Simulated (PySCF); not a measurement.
C₄H₅FN₂.
Bonds: C1–N2, N2–N3 (aromatic), N3–C4 (aromatic), C4–C5 (aromatic), C5–C6 (aromatic), C6–F7, N2–C6 (aromatic). Hydrogens: H8, H9, H10 on C1; H11 on C4; H12 on C5.

Level: wB97X-D/def2-SVPD in PySCF, non-relativistic, on one gas-phase PBE0-D3(BJ)/def2-SVP geometry that isn't relaxed in the solvent. The solvent is an IEF-PCM continuum (cavity from Bondi-type radii × 1.2), and excitations are vertical TDDFT with non-equilibrium linear response and a frozen core. Only the electrostatic response of the medium enters.

Gas-phase singlets (H = HOMO, L = LUMO):

```
state  E (eV)  λ (nm)      f  leading configuration
   S1   6.804     182  0.081                H→L 34%
   S2   7.029     176  0.013                H→L 42%
   S3   7.114     174  0.069              H-1→L 21%
   S4   7.119     174  0.038              H-2→L 40%
   S5   7.429     167  0.032            H-1→L+1 53%
```

Task: What are the lowest 5 singlets in chloroform (ε = 4.711)?

Result: 
```csv
state,E (eV),λ (nm),f,leading configuration,change by rank (eV)
S1,6.742,184,0.123,H→L 58%,-0.062
S2,7.057,176,0.147,H-1→L 53%,+0.028
S3,7.102,175,0.028,H→L+1 83%,-0.012
S4,7.234,171,0.011,H-2→L 96%,+0.115
S5,7.448,166,0.040,H-1→L+1 88%,+0.019
```

Task: How do the frontier levels move from gas to chloroform?

Result: 
| orbital | gas (eV) | solvent (eV) | change (eV) |
| --- | --- | --- | --- |
| LUMO+2 | 3.00 | 3.07 | +0.07 |
| LUMO+1 | 2.24 | 2.33 | +0.09 |
| LUMO | 2.20 | 2.17 | -0.03 |
| HOMO | -9.00 | -9.09 | -0.09 |
| HOMO-1 | -9.32 | -9.32 | 0.00 |
| HOMO-2 | -10.39 | -10.58 | -0.19 |
| HOMO-3 | -13.23 | -13.14 | +0.09 |

The HOMO–LUMO gap goes from 11.21 to 11.26 eV. Rows go by rank; for LUMO and LUMO+1 the atom shares or the degeneracy differ between the runs, so the row needn't follow one orbital.
